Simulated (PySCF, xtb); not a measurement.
pyrimidine (C4H4N2), SMILES c1ccncn1.

Harmonic wavenumbers (cm⁻¹) from xtb with GFN2-xTB at its own minimum, in rising order: 285, 356, 601, 641, 702, 769, 909, 933, 934, 1016, 1095, 1096, 1143, 1194, 1229, 1265, 1377, 1421, 1558, 1565, 3049, 3051, 3059, 3104.

**Question.** What does PBE0-D3(BJ)/def2-SVP (PySCF 2.14.0) give at its own minimum? (Estimate from the structure and the level; the computed values follow.)

**Answer.** 350, 414, 631, 700, 743, 834, 994, 1008, 1029, 1037, 1092, 1098, 1179, 1244, 1317, 1383, 1460, 1506, 1660, 1668, 3178, 3181, 3189, 3238. Paired by order, the mean absolute difference is 74 cm⁻¹ and the zero-point energies are 46.2 and 48.8 kcal/mol.
